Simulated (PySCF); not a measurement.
**How methods differ on the excitation energy of P⁺**

P⁺ [Ne] 3s2 3p2 (3P) → P⁺ [Ne] 3s1 3p3 (5S), as a difference of total energies. Calculation: PySCF 2.14, in dyall-acv3z (19s12p6d4f, 113 functions); the non-relativistic Hamiltonian (point nucleus). Correlated levels: valence: [Ne] frozen; virtual orbitals above 40 to 60 times the deepest correlated orbital energy dropped. The calculations carry no spin-orbit coupling.

| method | excitation energy (cm⁻¹) |
| --- | --- |
| UHF | 31359 |
| MP2 (valence) | 40300 |
| SCS-MP2 (valence) | 44554 |
| CCSD (valence) | 42739 |
| CCSD(T) (valence) | 43178 |

Errors of the correlated levels include the incompleteness of this basis and the frozen core.

For comparison: 45381 cm⁻¹ (measured; NIST levels, between the centres of gravity of the two terms).
